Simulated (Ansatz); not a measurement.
Counterpoise correction, worked out

The pair of H$_{2}$O (SMILES O, atoms 1–3) and Br$_{2}$ (SMILES BrBr, atoms 4–5), both closed shells, in one local arrangement (a lower one may exist), relaxed at PBE0-D4/def2-TZVP:

```tsv
atom	x (Å)	y (Å)	z (Å)
O1	-0.0651	0.0976	-1.6603
H2	-0.4559	0.6724	-0.9977
H3	0.3946	-0.5751	-1.1525
Br4	0.6092	-1.0971	1.8406
Br5	-0.4828	0.9021	1.9699
```

Computed with Ansatz 0.2.0 (basis: def2-TZVPPD); correlated methods freeze the cores. Filled d shells of the heavier atoms are correlated. The def2 sets are not built for correlating such inner shells, so the correlated values are less sure here.

CCSD(T) total energies in eV:

| system | geometry | basis functions | energy |
| --- | --- | --- | --- |
| pair | pair | all | -142090.96184 |
| H$_{2}$O | as in the pair | all (partner as ghosts) | -2077.33996 |
| Br$_{2}$ | as in the pair | all (partner as ghosts) | -140013.57894 |
| H$_{2}$O | as in the pair | its own | -2077.33618 |
| Br$_{2}$ | as in the pair | its own | -140013.55146 |
| H$_{2}$O | free (PBE0-D4 minimum) | its own | -2077.33568 |
| Br$_{2}$ | free (PBE0-D4 minimum) | its own | -140013.55146 |

(1) Work out the interaction energy with and without the counterpoise correction, the superposition error, and the binding energy from the relaxed fragments.

T1 diagnostic: at most 0.011.

Results:

(1) Without correction: -142090.96184 − (-2077.33618) − (-140013.55146) = -0.07420 eV.
With correction (each fragment in the whole basis): -142090.96184 − (-2077.33996) − (-140013.57894) = -0.04294 eV = -0.99 kcal/mol.
The superposition error is the difference, 0.03126 eV, 42 % of the uncorrected value: each fragment borrows its partner's functions.
Deformation from the free shapes: -0.00050 eV for H$_{2}$O and 0.00000 eV for Br$_{2}$ (a small negative value is possible, since the free shapes are minima of another method).
Binding energy from relaxed fragments: -0.04294 + (-0.00050) + 0.00000 = -0.04344 eV = -1.00 kcal/mol (electronic, without zero-point energy; negative means bound). For comparison, the corrected interaction energy by CCSD(T) at an estimated basis limit (MP2 extrapolated from triple and quadruple zeta, plus CCSD(T) − MP2 in triple zeta) is -0.061 eV; triple zeta with the correction binds less.

For scale, one of the runs: CCSD(T)/def2-TZVPPD, 188 basis functions, launched by `ansatz run in.yaml --threads 4 --pin off --events-out ev --progress --plain --max-ram 9574MiB`. The run took 53 s on 4 CPU threads of an Intel Xeon Platinum 8259CL (shared host), with 2.1 GiB of host memory at its peak.
